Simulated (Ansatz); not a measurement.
BiF3, 4 atoms. Hardware: 4 threads of Arm Neoverse V1 on a shared host.

In the def2 sets Bi takes a core potential; there is no spin–orbit coupling. Correlated methods freeze 7 core orbitals; core or outer-core shells of Bi are correlated, in sets that lack core-valence functions. In CCSD on the charge 0 triplet the largest single amplitude is 0.19, so its Hartree–Fock determinant may place the open shell otherwise than the density functionals do.

(1) How many basis functions does each of these Ansatz runs have, and roughly what does it cost? PBE0-D4/def2-TZVP, charge 1 doublet at the geometry of the charge 0 singlet, energy, from earlier orbitals; RPA@PBE/def2-TZVP, charge 0 singlet, energy, from earlier orbitals; MP2/def2-TZVP, charge 0 singlet, energy, from earlier orbitals; CCSD(T)/def2-TZVPP, charge 0 singlet, energy, from earlier orbitals; PBE with 5 % exact exchange/def2-TZVP, charge 0 triplet, energy, from earlier orbitals; CCSD(T)/def2-TZVPP, charge 0 triplet, energy, from earlier orbitals; revPBE-D4/def2-TZVP, charge 0 singlet, energy, from earlier orbitals; B3LYP-D4/def2-TZVP, charge 0 quintet, energy, from earlier orbitals; PBE-D4/def2-TZVP, charge 0 quintet, energy, from earlier orbitals; PBE0-D4/def2-SVP, charge 0 singlet, energy with a search over starts; PBE-D4/def2-TZVP, charge 0 singlet, energy, from earlier orbitals; MP2/def2-TZVP, charge 0 quintet, energy, from earlier orbitals.

Answers

(1) Other jobs shared the machine, so times can vary by a factor of up to 3. A dash marks memory too small to be measured apart from the calling script's.

```tsv
run	functions	fitting or Cholesky vectors	wall time	peak host memory (GiB)
PBE0-D4/def2-SVP, charge 0 singlet, energy with a search over starts	68	711	0.75 s	–
revPBE-D4/def2-TZVP, charge 0 singlet, energy, from earlier orbitals	143	828	0.8 s	–
PBE-D4/def2-TZVP, charge 0 singlet, energy, from earlier orbitals	143	828	0.8 s	–
MP2/def2-TZVP, charge 0 singlet, energy, from earlier orbitals	143	1090	1.1 s	–
PBE with 5 % exact exchange/def2-TZVP, charge 0 triplet, energy, from earlier orbitals	143	828	2 s	–
PBE-D4/def2-TZVP, charge 0 quintet, energy, from earlier orbitals	143	828	2.1 s	–
RPA@PBE/def2-TZVP, charge 0 singlet, energy, from earlier orbitals	143	1090	2.2 s	–
PBE0-D4/def2-TZVP, charge 1 doublet at the geometry of the charge 0 singlet, energy, from earlier orbitals	143	873	2.2 s	–
B3LYP-D4/def2-TZVP, charge 0 quintet, energy, from earlier orbitals	143	873	2.4 s	–
MP2/def2-TZVP, charge 0 quintet, energy, from earlier orbitals	143	1092	2.6 s	–
CCSD(T)/def2-TZVPP, charge 0 singlet, energy, from earlier orbitals	143	1090	28 s	1.1
CCSD(T)/def2-TZVPP, charge 0 triplet, energy, from earlier orbitals	143	1091	2.8 min	2.9
```
